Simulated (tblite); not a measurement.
Species: GeH₁₀SSi₃.
Cartesian coordinates in Å at the GFN2-xTB level; atoms count from 1:
```xyz
15
GeH10SSi3 angstrom
Si     2.3776    1.0894   -0.1481
S      1.4968   -0.1052   -1.6842
Si     0.5204   -1.7180   -0.6203
Si    -1.0668   -0.9059    0.8679
Ge    -2.2880    0.9152    0.0417
H      3.1409    2.0818   -0.8813
H      3.2102    0.2283    0.6846
H      1.3000    1.6684    0.6513
H      1.5980   -2.4824    0.0120
H      0.0136   -2.4974   -1.7444
H     -1.9953   -1.9898    1.2141
H     -0.4455   -0.5015    2.1396
H     -3.2372    1.5531    1.0165
H     -3.1648    0.6002   -1.1323
H     -1.4643    2.0719   -0.4389
```

Calculated harmonic vibrations of the isolated species, GFN2-xTB (tblite), most abundant isotopes, no scaling. This tight-binding method is rough: wavenumbers can miss measured ones by several per cent, in bad cases by 10 to 20. Modes of hydrogen on germanium and silicon can be 10 to 20 % off. One conformer, not necessarily the lowest. The optimisation stopped once no atom felt more than 0.01 eV/Å.

Lowest wavenumbers of the output (negative numbers stand for imaginary wavenumbers):
```
mode    cm-1
  1     -26.9
  2      28.4
  3      44.4
  4      55.9
  5      89.6
  6     110.4
  7     147.3
  8     313.6
  9     329.1
 10     349.7
 11     383.6
 12     422.7
 13     429.0
 14     494.0
 15     512.6
```

Question: Is this structure a minimum?

Answer: Not by this Hessian. 1 mode is imaginary beyond 20i (27i cm⁻¹), so at this level the point lies at or near a first-order saddle. The curvature is small, so loose convergence or finite differences may be the whole cause.

Question: Which atoms move in the imaginary mode?

Answer: 27i: H13 (Ge–H hydrogen) 32 %, H14 (Ge–H hydrogen) 32 %, H15 (Ge–H hydrogen) 31 %. These are shares of the mass-weighted motion.

Question: What is the remedy?

Answer: Step along that mode in both directions, optimise again with tighter thresholds and repeat the frequencies. The zero-point energy of this point (50.8 kcal/mol) counts the 38 real modes alone, and thermal corrections from it aren't those of a minimum.

On one thread, Arm Neoverse N1 (aarch64), no GPU, shared host, this took 1.2 s wall. The figure is for the frequency step alone.
